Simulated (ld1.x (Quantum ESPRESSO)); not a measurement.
## N (Z = 7), TM: configuration errors across variants

ld1.x (Quantum ESPRESSO) 7.5 input, shortened:

```
&input
   title='N', zed=7., rel=0, dft='PZ', iswitch=3,
   config='[He] 2s2 2p2.5'
 /
 &inputp
   pseudotype=2, tm=.true., lloc=0,
   nlcc=.false.
 /
2
2P  2  1   2.50   0.00  2.55  2.55  0.0
2S  1  0   2.00   0.00  1.15  1.15  0.0
 &test
   configts(1)='2s2 2p2.5'
 /
```

All-electron excitation energies from the reference (eV): (1) 2s2 2p3 -5.169; (2) 2s2 2p2 8.568; (3) 2s2 2p1 37.543; (4) 2s1 2p4 6.005; (5) 2s2 2p0 84.710; (6) 2s0 2p5 17.223; (7) 2s1 2p0 162.134; (8) 2s2 2p2.5 spin -2.307; (9) 2s2 2p3 spin -8.062.

Spin tests fill each open shell by Hund’s rule, majority spin first.

Tests that are not counted but printed errors over 1 eV. “wave 2p (bound): rc 2.55 bohr becomes 2p (bound): rc 3.68 bohr”: 2s0 2p5 (solver errors, printed error -183 eV).

1 further variants failed, have other tests or another functional or relativity, and are left out.

Errors AE − PS in meV (a dash: test not solved or not reliable):

| change | (1) | (2) | (3) | (4) | (5) | (6) | (7) | (8) | (9) | bound ghosts |
| --- | --- | --- | --- | --- | --- | --- | --- | --- | --- | --- |
| base | +18 | +43 | +701 | +93 | +3027 | +145 | +5047 | +14 | +70 | none |
| wave 2p (bound): rc 2.55 bohr becomes 2p (bound): rc 3.68 bohr | +82 | +148 | +1995 | +178 | +7492 | – | +12348 | -257 | -162 | none |
| wave 2s (bound): rc 1.15 bohr becomes 2s (bound): rc 0.96 bohr | +18 | +43 | +693 | +92 | +2998 | +144 | +5036 | +12 | +67 | none |
| core correction a·sin(br)/r model core inside 0.52 bohr | +18 | +43 | +696 | +87 | +3001 | +117 | +4895 | -40 | +4.1 | none |
| type ultrasoft; waves now 2s (bound): rcut 1.00, rcutus 1.15 bohr; 2s channel at -0.8 Ry: rcut 1.00, rcutus 1.15 bohr; 2p (bound): rcut 2.20, rcutus 2.55 bohr; 2p channel at 0.05 Ry: rcut 2.20, rcutus 2.55 bohr; local potential all-electron potential smoothed inside 1.85 bohr (lloc = -2); augmentation PSQ, radius 0.95 bohr | – | – | – | – | – | – | – | – | – | none |

(1) Give the same row for: all radii scaled by about 0.75 (s 0.86, p 1.90 bohr).

Results:

(1) +4.9, +14, +263, +47, +1281, +112, +2283, +154, +200; bound ghosts: none.
